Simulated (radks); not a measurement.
Values are calculated unless marked as measured or tabulated.
Question: Level of theory: scalar-relativistic Kohn-Sham, LB94 model potential, spin-unpolarised, spherical densities, finite nucleus; Fermi nuclear charge, rms radius of each element as measured or else 0.836 A^(1/3) + 0.57 fm (a radial shooting solver on a logarithmic mesh with Libxc functionals). Response by self-consistent Sternheimer equations with the Hartree and adiabatic LDA kernel, the relativistic mass of each level held fixed and spin-orbit coupling left out. For heavy and open-shell atoms this level of theory can miss by tens of per cent. Estimate the static dipole polarisabilities of As ([Ar] 3d10 4s2 4p3) and Pd3+ ([Kr] 4d7) and the C6 coefficients of the three pairs.

Answer: alpha = 30.23 and 4.403 bohr^3; C6 = 246.3 (As-As), 59.08 (As-Pd3+), 20.27 (Pd3+-Pd3+) hartree bohr^6.
